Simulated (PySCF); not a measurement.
## Working out the ionisation energy of Zn⁺

Zn⁺ [Ar] 3d10 4s1 (2S) → Zn²⁺ [Ar] 3d10 (1S). All numbers are calculated (PySCF 2.14, scalar relativity by spin-free X2C-1e, in x2c-QZVPPall). Frozen: [Ne]. Energies in hartree (1 hartree = 27.21139 eV):

```csv
part,Zn⁺ (lower),Zn²⁺ (upper)
UHF,-1794.028501,-1793.409013
MP2 opposite-spin,-0.571060,-0.547454
MP2 same-spin,-0.292534,-0.274387
```

Problem. What does Hartree-Fock give?

Solution. (-1793.409013) − (-1794.028501) = 0.619488 hartree = 16.857 eV.

Problem. What do MP2 and SCS-MP2 (6/5 opposite-spin, 1/3 same-spin) give?

Solution. The opposite-spin parts differ by 0.642 eV and the same-spin parts by 0.494 eV. MP2: 16.857 + (0.642) + (0.494) = 17.993 eV. SCS-MP2: 16.857 + 1.2 × (0.642) + (0.494)/3 = 17.792 eV.

Measured between the centres of the two terms (NIST): 17.964 eV, so MP2 (valence and next inner shell) is off by 0.029 eV.

What remains against the reference includes basis incompleteness, the frozen core and correlation beyond second order.
